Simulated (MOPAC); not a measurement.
Species: PbI, charge 1, multiplicity 1. SMILES: [I][Pb+]

Atoms: Pb1, I2. Bonds: Pb1-I2.

Bond lengths (Å) and angles (degrees) optimised at AM1 with MOPAC; PM6 with MOPAC; MNDO with MOPAC, each started from the B3LYP-D3(BJ)/def2-TZVP structure (Ansatz) of the last column. A row stands for all coordinates that are equal there.

```csv
coordinate,AM1,PM6,MNDO,B3LYP-D3(BJ)/def2-TZVP
Pb1-I2,2.748,1.951,2.535,2.698
```

Mean signed difference of all 1 bond lengths from B3LYP-D3(BJ)/def2-TZVP: AM1 0.050 Å, PM6 -0.748 Å, MNDO -0.163 Å.
